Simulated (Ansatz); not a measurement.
One geometry of CH9BOSi2 (`CB(O)[SiH2][SiH3]`), several functionals.

```yaml
crystal:
  periodic: [false, false, false]
  atoms:
    - {symbol: C, position_ang: [-1.895114, 0.833019, -0.511151]}
    - {symbol: B, position_ang: [-0.891609, -0.313206, -0.862086]}
    - {symbol: O, position_ang: [-0.870761, -0.769320, -2.141367]}
    - {symbol: Si, position_ang: [0.391097, -1.076729, 0.530737]}
    - {symbol: Si, position_ang: [2.016901, 0.513034, 1.088511]}
    - {symbol: H, position_ang: [-1.357345, 1.713240, -0.139984]}
    - {symbol: H, position_ang: [-2.558111, 0.530815, 0.306932]}
    - {symbol: H, position_ang: [-2.506313, 1.133677, -1.365369]}
    - {symbol: H, position_ang: [-0.239923, -1.476564, -2.297446]}
    - {symbol: H, position_ang: [1.091789, -2.295843, 0.018283]}
    - {symbol: H, position_ang: [-0.319710, -1.459172, 1.785495]}
    - {symbol: H, position_ang: [1.363034, 1.740660, 1.620450]}
    - {symbol: H, position_ang: [2.798592, 0.894705, -0.120120]}
    - {symbol: H, position_ang: [2.964572, 0.002484, 2.115915]}
basis:
  gaussian: {orbitals: def2-TZVPP}
hamiltonian: {xc: pbe, dispersion: d4}
output: {forces: true, orbitals: {seedname: orbitals}}
```

```sh
$ ansatz run in.yaml --threads 4 --pin off --events-out ev --progress --plain --max-ram 10444MiB
```

Output, abridged:

```
Functional definition: PBE
1607 factors; their error is unknown
mean field evaluation 1: about -19639.3405 eV, gradient 7.9e1 eV
mean field evaluation 2: about -19606.1466 eV, gradient 1.4e2 eV
mean field evaluation 4: about -19651.9748 eV, gradient 1.3e1 eV
mean field evaluation 8: about -19652.3256 eV, gradient 2.7e-1 eV
mean field evaluation 16: about -19652.2815 eV, gradient 4.4e-4 eV
mean field -19652.28146646 eV, -722.2080230978 hartree, gradient 2.8e-5 eV, S^2 0.000000; 0 other end points of the search recorded, 0 dependent functions left out
reference -19652.28151996 eV, -722.2080250638 hartree; 28, 28 occupied and 275, 275 virtual orbitals, 1607 factors
Total energy: -19652.58061319 eV, -722.2190165371 hartree
Atom 0 at    -1.895114     0.833019    -0.511151 Å, force     0.068624    -0.077205    -0.037451 eV/Å
Atom 1 at    -0.891609    -0.313206    -0.862086 Å, force     0.048320     0.083840     0.393169 eV/Å
Atom 2 at    -0.870761    -0.769320    -2.141367 Å, force    -0.307209     0.183400    -0.404677 eV/Å
Atom 3 at     0.391097    -1.076729     0.530737 Å, force    -0.034544     0.084098    -0.072407 eV/Å
Atom 4 at     2.016901     0.513034     1.088511 Å, force    -0.057734    -0.073035    -0.013768 eV/Å
Atom 5 at    -1.357345     1.713240    -0.139984 Å, force     0.086498     0.166084     0.079035 eV/Å
Atom 6 at    -2.558111     0.530815     0.306932 Å, force    -0.125768    -0.042145     0.157806 eV/Å
Atom 7 at    -2.506313     1.133677    -1.365369 Å, force    -0.127618     0.068029    -0.163442 eV/Å
Atom 8 at    -0.239923    -1.476564    -2.297446 Å, force     0.317060    -0.351222    -0.068673 eV/Å
Atom 9 at     1.091789    -2.295843     0.018283 Å, force     0.074950    -0.123185    -0.043093 eV/Å
Atom 10 at    -0.319710    -1.459172     1.785495 Å, force    -0.061925    -0.041481     0.134258 eV/Å
Atom 11 at     1.363034     1.740660     1.620450 Å, force    -0.062307     0.122145     0.051418 eV/Å
Atom 12 at     2.798592     0.894705    -0.120120 Å, force     0.077712     0.040342    -0.118120 eV/Å
Atom 13 at     2.964572     0.002484     2.115915 Å, force     0.103943    -0.039665     0.105944 eV/Å
Dipole moment:    -0.005271    -0.109954    -0.089623 e Å
```

Hardware: 4 threads of an Intel Xeon Platinum 8488C on a shared host. Wall time 2.4 s, peak host memory 0.46 GiB.

The same input with `hamiltonian: {xc: {name: wB97X-V}}` and no forces (abridged; 7 s):

```
Functional definition: wB97X-V
mean field evaluation 16: about -19662.0567 eV, gradient 6.2e-5 eV
mean field -19662.05671355 eV, -722.5672568023 hartree, gradient 2.3e-5 eV, S^2 0.000000
Total energy: -19662.05671087 eV, -722.5672567037 hartree
```

The same input with `hamiltonian: {xc: {name: B3LYP}, dispersion: d4}` (abridged; 4.8 s):

```
Functional definition: B3LYP
mean field evaluation 16: about -19667.2083 eV, gradient 1.4e-4 eV
mean field -19667.20826401 eV, -722.7565727898 hartree, gradient 5.0e-5 eV, S^2 0.000000
Total energy: -19667.68853889 eV, -722.7742225662 hartree
Atom 0 force    -0.043884     0.070667     0.028141 eV/Å
Atom 1 force     0.011846     0.009753     0.139520 eV/Å
Atom 2 force     0.025514    -0.057291    -0.118533 eV/Å
Atom 3 force    -0.033312    -0.122546     0.042138 eV/Å
Atom 4 force     0.101812     0.099254     0.041541 eV/Å
Atom 5 force    -0.038076    -0.028404    -0.018758 eV/Å
Atom 6 force     0.016362     0.021764    -0.037511 eV/Å
Atom 7 force     0.018340    -0.001188     0.045715 eV/Å
Atom 8 force    -0.000413    -0.021504    -0.053110 eV/Å
Atom 9 force    -0.045499     0.064801     0.025362 eV/Å
Atom 10 force     0.037482     0.016398    -0.073127 eV/Å
Atom 11 force     0.043771    -0.071223    -0.032019 eV/Å
Atom 12 force    -0.043553    -0.018552     0.070419 eV/Å
Atom 13 force    -0.050391     0.038073    -0.059778 eV/Å
Dipole moment:     0.008479    -0.120158    -0.066878 e Å
```

Changing it to `hamiltonian: {xc: {name: B2PLYP}}` and no forces (abridged; 6 s):

```
Functional definition: B2PLYP
mean field evaluation 16: about -19648.8612 eV, gradient 8.7e-5 eV
mean field -19648.86119903 eV, -722.0823305878 hartree, gradient 5.2e-6 eV, S^2 0.000000
13 core orbitals not correlated: weight in the atoms' cores, before any rotation towards them, 1.000 or more for the frozen orbitals, at most 0.000 for the correlated occupied ones
second order -25.59409102 eV of doubles, -0.00000000 eV of singles
Total energy: -19655.77181113 eV, -722.3362908982 hartree
```

The same input with `hamiltonian: {xc: pbe0, dispersion: d4}` and no forces (abridged; 3 s):

```
Functional definition: PBE0
mean field evaluation 16: about -19654.3832 eV, gradient 3.4e-5 eV
mean field -19654.38324105 eV, -722.2852618891 hartree, gradient 3.4e-5 eV, S^2 0.000000
Total energy: -19654.64036660 eV, -722.2947110787 hartree
```

B3LYP takes the VWN-RPA correlation (the form of Gaussian; ORCA's B3LYP/G).
